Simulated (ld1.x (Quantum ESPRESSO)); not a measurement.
# PBE ultrasoft dataset for Pm (Z = 61), fully relativistic all-electron reference.

ld1.x (Quantum ESPRESSO) 7.5 input, shortened:

```
&input
   title='Pm', zed=61., rel=2, dft='PBE', iswitch=3,
   config='[Xe] 4f5 5d0 6s1.5 6p0.5', rel_dist='average'
 /
 &inputp
   pseudotype=3, tm=.true., lloc=-2, rcloc=1.45,
   nlcc=.false.
 /
8
6S  1  0   1.50   0.00  2.85  3.45  0.0
6S  1  0   0.00   4.70  2.85  3.45  0.0
5P  2  1   6.00   0.00  2.20  2.45  0.0
6P  3  1   0.50   0.00  2.20  2.45  0.0
5D  3  2   0.00   0.00  3.80  4.15  0.0
5D  3  2   0.00   2.75  3.80  4.15  0.0
4F  4  3   5.00   0.00  0.90  1.05  0.0
4F  4  3   0.00   0.25  0.90  1.05  0.0
 &test
   configts(1)='4f5 5p6 5d0 6s1.5 6p0.5'
 /
```

Open shells are filled in proportion to 2j + 1 (rel_dist='average').

**Question.** Does the generator finish with these settings?

**Answer.** No. ld1.x (Quantum ESPRESSO) 7.5 stopped with "chargeps: negative rho": the pseudo-density turned negative during the self-consistent test, most likely because a state had been found with a wrong node count and its wave set to zero before. Before that it printed "Warning: n=1, l=0 expected 0 nodes, found 1".
